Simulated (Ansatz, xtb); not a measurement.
Isomers of C3H4FN3 in order of energy

3 gas-phase structures of C3H4FN3, from a drawn sample of its isomers (lower ones may exist). Each was relaxed with GFN2-xTB:

A. `Cc1nnc(F)[nH]1`, a singlet
B. `Cc1n[nH]c(F)n1`, a singlet
C. `Cc1nc(F)n[nH]1`, a singlet

Question: Estimate their order in r2SCAN-D4/def2-SVP energy at these geometries, lowest first.

Answer: Calculated order at r2SCAN-D4/def2-SVP: C (0.0), B (12.0), A (45.1) kJ/mol.

Energies above the lowest of each column, in kJ/mol; the last columns are at B3LYP-D3(BJ)/def2-SVP geometries:

| structure | GFN2-xTB | HF/STO-3G | r2SCAN-D4/def2-SVP | B3LYP-D3(BJ)/def2-SVP | CCSD(T)/def2-SVP + ΔMP2/def2-TZVPP |
| --- | --- | --- | --- | --- | --- |
| C | 0.0 | 0.0 | 0.0 | 0.0 | 0.0 |
| B | 9.0 | 6.4 | 12.0 | 7.7 | 7.8 |
| A | 21.5 | 21.5 | 45.1 | 41.4 | 38.0 |

Every level run on C puts it lowest or level with the lowest. ΔMP2 is the change of the MP2 energy from the smaller to the larger basis.

Programs: Ansatz 0.2.0, xtb 6.7.1.
